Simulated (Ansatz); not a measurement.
`[CH3][GeH]([F])[SiH2]F` + H₂Se → `[CH3][GeH]([F])[SeH]` + `F[SiH3]`  (cleavage of the Ge–Si bond)

Program: Ansatz. Geometries: PBE0-D4/def2-TZVP. ΔE: electronic, gas phase. CCSD(T)/CBS is the MP2 limit (def2-TZVPP, def2-QZVPP) plus CCSD(T) − MP2 in def2-TZVPP, frozen cores. This one scheme is used for every species. DFT in def2-TZVPP. For Ge, Se outer-core shells are correlated without core-valence functions, which leaves a few kJ/mol of doubt a bond. Scalar relativity is left out up to krypton. One conformer a species, not always the lowest.

`[CH3][GeH]([F])[SiH2]F`:

Cartesian coordinates in Å:
```
C -0.256 -1.680 0.647
Ge -0.764 0.160 0.288
F -0.871 0.944 1.855
Si 0.840 1.420 -0.968
F 2.314 0.974 -0.515
H -0.235 -2.253 -0.281
H 0.733 -1.710 1.104
H -0.980 -2.131 1.327
H -2.185 0.266 -0.305
H 0.698 2.877 -0.731
H 0.708 1.133 -2.421
```

H₂Se:

Cartesian coordinates in Å:
```
Se -0.602 -0.246 -0.214
H -0.148 0.450 0.995
H 0.750 -0.204 -0.781
```

`[CH3][GeH]([F])[SeH]`:

Cartesian coordinates in Å:
```
C -0.984 0.385 0.628
Ge 0.405 -0.750 -0.098
F -0.320 -1.554 -1.468
Se 2.281 0.444 -0.828
H -0.616 0.911 1.509
H -1.290 1.113 -0.124
H -1.846 -0.226 0.901
H 0.914 -1.874 0.815
H 1.456 1.550 -1.334
```

`F[SiH3]`:

Cartesian coordinates in Å:
```
F -0.609 -1.431 -0.122
Si 0.016 0.037 0.003
H 1.296 0.064 -0.743
H 0.243 0.326 1.439
H -0.946 1.004 -0.577
```

CCSD(T)/CBS gives -68.3 kJ/mol.

**Question.** Another level gave -77.1 kJ/mol. Which?
A. PBE-D4/def2-TZVPP
B. B2PLYP/def2-TZVPP
C. HF/def2-TZVPP
D. r2SCAN-D4/def2-TZVPP

**Answer.** C. HF/def2-TZVPP -77.1, r2SCAN-D4 -64.8, PBE-D4 -56.6, B2PLYP -68.9 kJ/mol.

Largest T1 diagnostic among the species: 0.012.

From PBE to PBE0 (25 % exact exchange), in def2-TZVPP and without D4, ΔE moves by −4.8 kJ/mol.
